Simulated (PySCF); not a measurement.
Compound: BBrGeH4O.
SMILES: `[GeH3][O]BBr`

All values: CAM-B3LYP/def2-SVPD (PySCF, non-relativistic), on one gas-phase PBE0-D3(BJ)/def2-SVP geometry that isn't relaxed in the solvent. The solvent is an IEF-PCM continuum (van der Waals radii × 1.2), and excitations are vertical TDDFT with non-equilibrium linear response and a frozen core. The model holds no explicit solvent molecules, cavitation or dispersion. Spin–orbit coupling is left out although an atom past zinc is present.

Gas-phase singlets (H = HOMO, L = LUMO):

| state | E (eV) | λ (nm) | f | leading configuration |
| --- | --- | --- | --- | --- |
| S1 | 6.388 | 194 | 0.001 | H→L+1 94% |
| S2 | 6.737 | 184 | 0.000 | H-2→L+1 94% |
| S3 | 7.116 | 174 | 0.042 | H-1→L+1 85% |
| S4 | 7.551 | 164 | 0.096 | H→L+2 63% |
| S5 | 7.569 | 164 | 0.034 | H→L 45% |

Question: How does the list change in chloroform (ε = 4.711)?

Answer: 
| state | E (eV) | λ (nm) | f | leading configuration | change by rank (eV) |
| --- | --- | --- | --- | --- | --- |
| S1 | 6.442 | 192 | 0.001 | H→L 93% | +0.054 |
| S2 | 6.753 | 184 | 0.000 | H-2→L 92% | +0.016 |
| S3 | 7.161 | 173 | 0.078 | H-1→L 91% | +0.045 |
| S4 | 7.611 | 163 | 0.096 | H→L+2 38% | +0.060 |
| S5 | 7.693 | 161 | 0.065 | H-2→L+1 32% | +0.124 |

Question: The ground-state energy changes by -0.063 eV from gas to chloroform. By how much does the total energy of gas-phase S3 change?

Answer: E(S3) = E(S0) + excitation energy, so it changes by -0.063 + 0.045 = -0.018 eV: it is lowered less than the ground state, which is what a blue shift means. This is the vertical state, with the slow part of the continuum still set for S0.

Question: How do the frontier levels move from gas to chloroform?

Answer: 
```json
{"orbital": "LUMO+2", "gas (eV)": "0.63", "solvent (eV)": "0.80", "change (eV)": "+0.17"}
{"orbital": "LUMO+1", "gas (eV)": "0.60", "solvent (eV)": "0.71", "change (eV)": "+0.11"}
{"orbital": "LUMO", "gas (eV)": "0.48", "solvent (eV)": "0.60", "change (eV)": "+0.12"}
{"orbital": "HOMO", "gas (eV)": "-9.61", "solvent (eV)": "-9.68", "change (eV)": "-0.07"}
{"orbital": "HOMO-1", "gas (eV)": "-9.94", "solvent (eV)": "-10.02", "change (eV)": "-0.08"}
{"orbital": "HOMO-2", "gas (eV)": "-10.29", "solvent (eV)": "-10.30", "change (eV)": "-0.01"}
{"orbital": "HOMO-3", "gas (eV)": "-11.24", "solvent (eV)": "-11.04", "change (eV)": "+0.20"}
```

The HOMO–LUMO gap goes from 10.09 to 10.28 eV. Rows go by rank; for LUMO, LUMO+1 and LUMO+2 the atom shares or the degeneracy differ between the runs, so the row needn't follow one orbital.

The run took 32 s wall on an Arm Neoverse N1 with one thread, shared host with 64 logical CPUs at a one-minute load of 60, and the process peaked at 0.84 GiB of memory. This is the whole response run at CAM-B3LYP/def2-SVPD in chloroform, SCF included.

The values belong to the conformer `[GeH3:1][O:2][BH:3][Br:4]`: Ge1–O2–B3–Br4 1°.
